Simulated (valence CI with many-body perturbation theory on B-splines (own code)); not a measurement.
**Energy levels of Pr26+**

Computed by valence CI with perturbative core correlation (CI+MBPT): five valence electrons over a frozen Dirac-Fock core [Ar] 3d10, a basis of 11 s, 11 p, 10 d, 8 f, 5 g, 2 h functions for each j, with the one-electron correlation potential Σ1 (screened to all orders), the two-electron term Σ2, the three-electron term Σ3, Breit, model QED; selected single and double excitations, second order for the rest, scaled by the run's own slope (own B-spline code, finite nucleus).

No measured spectrum was set against this ion. As an estimate, large intervals hold to a few tenths of a per cent, small ones and those within an open d or f shell to about a per cent. Among the levels kept, up to 2000 cm⁻¹ of a level comes from second order outside the variational space, and about a tenth of that is noise between levels of different J, which matters for small intervals.

Levels 91 to 135 of 166, with energies above the lowest level, (4s^2 4p1/2^2 4p3/2) J=3/2. "Leading %" is the weight of the configuration and term that name the level; weights of strongly mixed levels are sums over their largest components and can fall short. In the jj column 3d3/2^4 stands for four electrons in 3d with j = 3/2. Lifetimes count E1, E2, E3, M1 and M2 decay at the calculated energies, and are blank where another channel may lead or the interval is too uncertain; long ones can be off by a factor of two.

```tsv
No.	Configuration	Term	J	E (cm⁻¹)	Leading %	g	Leading jj	Lifetime
91	4s4p³4d	⁴D°	5/2	1881200	19	1.120	4s 4p1/2 4p3/2^2 4d3/2 (35 %)	3.13 ps
92	4s4p³4d	⁴D°	3/2	1887200	29	1.135	4s 4p1/2 4p3/2^2 4d3/2 (48 %)	2.07 ps
93	4s²4p4d²	⁴G°	5/2	1893400	17	0.993	4s 4p1/2 4p3/2^2 4d5/2 (43 %)	4.02 ps
94	4s4p³4d	⁴D°	7/2	1895900	39	1.229	4s 4p1/2 4p3/2^2 4d5/2 (65 %)	4.19 ps
95	4s4p³4d	²F°	5/2	1896700	34	0.986	4s 4p1/2 4p3/2^2 4d5/2 (61 %)	4.48 ps
96	4s4p³4d	⁴D°	1/2	1897700	44	0.332	4s 4p1/2 4p3/2^2 4d3/2 (71 %)	1.99 ps
97	4s4p³4d	²D°	3/2	1907700	22	1.114	4s 4p1/2 4p3/2^2 4d5/2 (47 %)	3.71 ps
98	4s4p³4d	⁴D°	1/2	1918400	27	0.473	4s 4p1/2 4p3/2^2 4d5/2 (35 %)	3.08 ps
99	4s²4p4d²	⁴G°	7/2	1932100	49	1.062	4s^2 4p1/2 4d3/2 4d5/2 (53 %)	7.13 ps
100	4s4p³4d	²S°	1/2	1932400	19	1.810	4s 4p1/2 4p3/2^2 4d5/2 (29 %)	2.34 ps
101	4s4p³4d	²D°	3/2	1934800	29	1.052	4s 4p1/2 4p3/2^2 4d5/2 (53 %)	3.23 ps
102	4s4p³4d	²D°	5/2	1938400	26	0.986	4s 4p1/2 4p3/2^2 4d3/2 (27 %)	1.93 ps
103	4s4p³4d	²F°	5/2	1945300	25	1.062	4s 4p1/2 4p3/2^2 4d5/2 (32 %)	3.46 ps
104	4s4p³4d	²D°	3/2	1947900	15	1.013	4s^2 4p1/2 4d3/2 4d5/2 (50 %)	2.89 ps
105	4s²4p4d²	²H°	9/2	1952400	30	1.080	4s^2 4p1/2 4d3/2 4d5/2 (54 %)	11.7 ps
106	4s²4p²4f	⁴G°	5/2	1959400	12	1.045	4s 4p1/2 4p3/2^2 4d5/2 (27 %)	3.24 ps
107	4s²4p4d²	⁴D°	1/2	1966400	41	0.738	4s^2 4p1/2 4d3/2^2 (39 %)	2.44 ps
108	4s²4p4d²	⁴P°	1/2	1983200	25	1.732	4s^2 4p1/2 4d3/2 4d5/2 (52 %)	2.54 ps
109	4s4p³4d	²D°	3/2	1983800	17	1.109	4s 4p1/2 4p3/2^2 4d5/2 (37 %)	2.26 ps
110	4s²4p4d²	⁴F°	3/2	1985500	27	0.974	4s^2 4p1/2 4d3/2^2 (57 %)	1.65 ps
111	4s²4p4d²	⁴G°	9/2	1993700	36	1.113	4s^2 4p1/2 4d5/2^2 (54 %)	18.0 ps
112	4s²4p4d²	⁴D°	7/2	1998900	17	1.197	4s^2 4p1/2 4d5/2^2 (49 %)	6.94 ps
113	4s4p³4d	⁴F°	9/2	2007100	34	1.224	4s 4p3/2^3 4d5/2 (65 %)	12.0 ps
114	4s²4p4d²	²F°	5/2	2012900	18	1.164	4s 4p3/2^3 4d5/2 (36 %)	3.78 ps
115	4s²4p4d²	⁴D°	5/2	2017300	20	1.214	4s^2 4p1/2 4d3/2 4d5/2 (30 %)	3.00 ps
116	4s²4p4d²	⁴D°	3/2	2025600	26	1.233	4s 4p3/2^3 4d3/2 (28 %)	2.18 ps
117	4s²4p²4f	⁴G°	7/2	2027000	18	1.122	4s^2 4p1/2 4d3/2 4d5/2 (36 %)	2.24 ps
118	4s4p³4d	²S°	1/2	2032200	35	1.870	4s 4p1/2 4p3/2^2 4d3/2 (26 %)	1.79 ps
119	4s²4p4d²	²D°	3/2	2033000	14	1.178	4s^2 4p1/2 4d3/2 4d5/2 (24 %)	1.95 ps
120	4s4p³4d	²F°	7/2	2037200	18	1.236	4s 4p3/2^3 4d5/2 (45 %)	4.82 ps
121	4s²4p4d²	⁴D°	5/2	2038100	17	1.158	4s 4p3/2^3 4d3/2 (30 %)	2.52 ps
122	4s²4p²4f	²H°	11/2	2045300	44	1.171	4s^2 4p1/2 4p3/2 4f7/2 (77 %)	17.7 ps
123	4s²4p²4f	²G°	7/2	2047600	39	1.043	4s^2 4p1/2 4p3/2 4f5/2 (33 %)	2.94 ps
124	4s4p³4d	²F°	5/2	2050000	11	1.128	4s 4p3/2^3 4d3/2 (35 %)	2.81 ps
125	4s²4p²4f	⁴G°	9/2	2051400	40	1.201	4s^2 4p1/2 4p3/2 4f7/2 (66 %)	3.26 ps
126	4s²4p4d²	⁴P°	3/2	2053700	42	1.478	4s^2 4p1/2 4d3/2 4d5/2 (33 %)	2.14 ps
127	4s²4p²4f	²D°	5/2	2055900	15	1.042	4s^2 4p1/2 4p3/2 4f5/2 (42 %)	2.41 ps
128	4s²4p²4f	⁴G°	7/2	2059000	26	1.141	4s^2 4p1/2 4p3/2 4f5/2 (29 %)	2.70 ps
129	4s²4p²4f	⁴F°	3/2	2060400	44	0.669	4s^2 4p1/2 4p3/2 4f5/2 (63 %)	3.34 ps
130	4s4p³4d	²F°	7/2	2068900	24	1.087	4s 4p3/2^3 4d3/2 (27 %)	3.11 ps
131	4s²4p²4f	²G°	9/2	2072200	47	1.163	4s^2 4p1/2 4p3/2 4f7/2 (56 %)	3.13 ps
132	4s²4p²4f	⁴F°	5/2	2074700	25	0.953	4s^2 4p1/2 4p3/2 4f5/2 (38 %)	2.81 ps
133	4s²4p²4f	²P°	1/2	2081500	25	0.362	4s^2 4p1/2 4p3/2 4f5/2 (39 %)	2.40 ps
134	4s²4p²4f	⁴F°	3/2	2082900	12	0.972	4s 4p3/2^3 4d5/2 (33 %)	2.93 ps
135	4s²4p²4f	²F°	7/2	2091500	24	1.180	4s^2 4p1/2 4p3/2 4f5/2 (28 %)	2.26 ps
```

Where two levels of one J and parity lie close, their mixing, g and order are uncertain.
